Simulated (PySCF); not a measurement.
Isomers of C7H11ClO, mass 146.050 u with the commonest isotopes. Level of theory: PBE0/pcSseg-1 in PySCF (dipole) on a GFN2-xTB geometry, gas phase. One conformer each, none proved a minimum here; rigid rotors.

Question: Order these by dipole moment, smallest first.
A. `[CH2:1]=[CH:2][CH2:3][C:4]([CH3:5])([CH3:6])[C:7](=[O:8])[Cl:9]` with C1–C2–C3–C4 -121°, C2–C3–C4–C5 -177°, C3–C4–C7–O8 123°
B. `[CH3:1][C:2]1([CH3:3])[CH2:4][C@:5]1([CH3:6])[C:7](=[O:8])[Cl:9]` with C4–C5–C7–O8 -12°
C. `[CH3:1][CH:2]([CH3:3])[C@@H:4]1[CH2:5][C@H:6]1[C:7](=[O:8])[Cl:9]` with C1–C2–C4–C5 150°, C5–C6–C7–O8 29°

Answer: A (3.01 D), B (3.64 D), C (3.82 D).

Question: Order these by radius of gyration √(Σ m r²/M), largest first.
A. `[CH3:1][CH:2]([CH3:3])[C@@H:4]1[CH2:5][C@H:6]1[C:7](=[O:8])[Cl:9]` with C1–C2–C4–C5 150°, C5–C6–C7–O8 29°
B. `[CH2:1]=[CH:2][CH2:3][C:4]([CH3:5])([CH3:6])[C:7](=[O:8])[Cl:9]` with C1–C2–C3–C4 -121°, C2–C3–C4–C5 -177°, C3–C4–C7–O8 123°
C. `[CH3:1][C:2]1([CH3:3])[CH2:4][C@:5]1([CH3:6])[C:7](=[O:8])[Cl:9]` with C4–C5–C7–O8 -12°

Answer: A (2.439 Å), B (2.130 Å), C (2.103 Å).

Question: Order these by rotational constant A, smallest first.
A. `[CH2:1]=[CH:2][CH2:3][C:4]([CH3:5])([CH3:6])[C:7](=[O:8])[Cl:9]` with C1–C2–C3–C4 -121°, C2–C3–C4–C5 -177°, C3–C4–C7–O8 123°
B. `[CH3:1][C:2]1([CH3:3])[CH2:4][C@:5]1([CH3:6])[C:7](=[O:8])[Cl:9]` with C4–C5–C7–O8 -12°
C. `[CH3:1][CH:2]([CH3:3])[C@@H:4]1[CH2:5][C@H:6]1[C:7](=[O:8])[Cl:9]` with C1–C2–C4–C5 150°, C5–C6–C7–O8 29°

Answer: A (1726 MHz), B (2152 MHz), C (2618 MHz).

```
                    SMILES  point group  Ia (u·Å²)  Ib (u·Å²)  Ic (u·Å²)      κ  μa (D)  μb (D)  μc (D)
    CC1(C)C[C@]1(C)C(=O)Cl           C1     234.80     486.16     570.37  -0.76    3.09    1.92    0.01
        C=CCC(C)(C)C(=O)Cl           C1     292.86     482.93     549.73  -0.68    1.86    1.45    1.87
CC(C)[C@@H]1C[C@H]1C(=O)Cl           C1     193.01     726.12     818.03  -0.92    3.43    0.27    1.65
```
